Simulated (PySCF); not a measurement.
# Basis-set dependence of population analyses: `FCC/C=N/[SiH3]`

Compound: C3H8FNSi.
Cartesian coordinates in Å at the PBE0-D3(BJ)/def2-SVP level; atoms count from 1:
```xyz
14
C3H8FNSi angstrom
F     -4.0710    0.1148    0.5355
C     -2.6998    0.1041    0.6178
C     -2.1178   -0.2931   -0.7186
C     -0.6245   -0.3545   -0.7293
N      0.0798   -0.0962    0.2910
Si     1.8313   -0.1476    0.3386
H     -2.3476    1.1051    0.9141
H     -2.3890   -0.6037    1.4029
H     -2.4492    0.4109   -1.5036
H     -2.5169   -1.2760   -1.0290
H     -0.1820   -0.6456   -1.7099
H      2.3299    1.2029    0.7271
H      2.4230   -0.5346   -0.9875
H      2.2448   -1.1390    1.3728
```

PBE0 throughout (PySCF), one geometry, spherical d and f functions. The structure is a single PBE0-D3(BJ)/def2-SVP conformer in the gas phase; no vibrational or solvent corrections. Atoms taken as equivalent share a column and are averaged. The first 7 of 10 kinds of atom are listed.

Mulliken charges (e):

| basis | functions | F1 | C2 | C3 | C4 | N5 | Si6 | H7/H8 |
| --- | --- | --- | --- | --- | --- | --- | --- | --- |
| pcSseg-0 | 74 | -0.398 | +0.027 | -0.642 | +0.111 | -0.802 | +0.696 | +0.233 |
| 6-31G* | 104 | -0.348 | +0.061 | -0.443 | +0.069 | -0.463 | +0.453 | +0.170 |
| cc-pVDZ | 128 | -0.249 | +0.219 | -0.114 | +0.078 | -0.322 | +0.327 | +0.042 |
| def2-SVP | 128 | -0.283 | +0.270 | -0.102 | +0.005 | -0.346 | +0.460 | +0.039 |
| aug-cc-pVDZ | 214 | -0.485 | +1.071 | +0.073 | +0.912 | -0.751 | -0.485 | -0.201 |
| 6-311+G(2d,p) | 218 | -0.287 | -0.153 | -0.185 | -0.061 | -0.447 | +0.597 | +0.159 |
| def2-TZVP | 240 | -0.230 | +0.020 | -0.121 | -0.062 | -0.307 | +0.250 | +0.104 |
| cc-pVTZ | 296 | -0.225 | +0.135 | -0.165 | -0.004 | -0.269 | +0.234 | +0.062 |
| IGLO-III | 299 | -0.273 | +0.026 | -0.222 | +0.129 | -0.580 | +0.871 | +0.128 |

IAO charges (e):

```csv
basis,functions,F1,C2,C3,C4,N5,Si6,H7/H8
pcSseg-0,74,-0.300,+0.017,-0.316,+0.054,-0.510,+0.569,+0.149
6-31G*,104,-0.316,+0.050,-0.298,+0.080,-0.548,+0.712,+0.140
cc-pVDZ,128,-0.319,+0.049,-0.297,+0.078,-0.540,+0.704,+0.141
def2-SVP,128,-0.320,+0.056,-0.292,+0.081,-0.543,+0.722,+0.139
aug-cc-pVDZ,214,-0.335,+0.047,-0.301,+0.078,-0.551,+0.707,+0.148
"6-311+G(2d,p)",218,-0.336,+0.045,-0.303,+0.079,-0.562,+0.742,+0.149
def2-TZVP,240,-0.335,+0.050,-0.304,+0.081,-0.563,+0.751,+0.147
cc-pVTZ,296,-0.332,+0.049,-0.304,+0.080,-0.559,+0.736,+0.147
IGLO-III,299,-0.336,+0.047,-0.304,+0.079,-0.563,+0.749,+0.149
```

Q: Which scheme is steadiest as the basis changes?

A: Largest range over the bases for any column: IAO 0.18 e, Mulliken 1.36 e. IAO charges move least and Mulliken charges most, counted in e.

Q: How much do the charges still move between the two largest bases, cc-pVTZ and IGLO-III?

A: At most, over all atoms: Mulliken 0.637 e, IAO 0.014 e.

Q: What do the same runs give for the total energy, the frontier levels and the dipole moment?

A: 
```tsv
basis	energy (Eh)	HOMO (eV)	LUMO (eV)	μ (D)
pcSseg-0	-561.7852	-7.17	-0.73	2.67
6-31G*	-562.7484	-7.11	-0.50	1.91
cc-pVDZ	-562.7847	-7.16	-0.60	1.77
def2-SVP	-562.4814	-7.24	-0.71	1.92
aug-cc-pVDZ	-562.8086	-7.32	-0.86	1.90
6-311+G(2d,p)	-562.8718	-7.38	-0.89	1.96
def2-TZVP	-562.8969	-7.33	-0.84	1.86
cc-pVTZ	-562.8875	-7.30	-0.79	1.80
IGLO-III	-562.9036	-7.36	-0.88	1.88
```

The dipole is fixed by the density alone, so its range of 0.90 D shows that the density itself changes with the basis, not only its division among atoms.
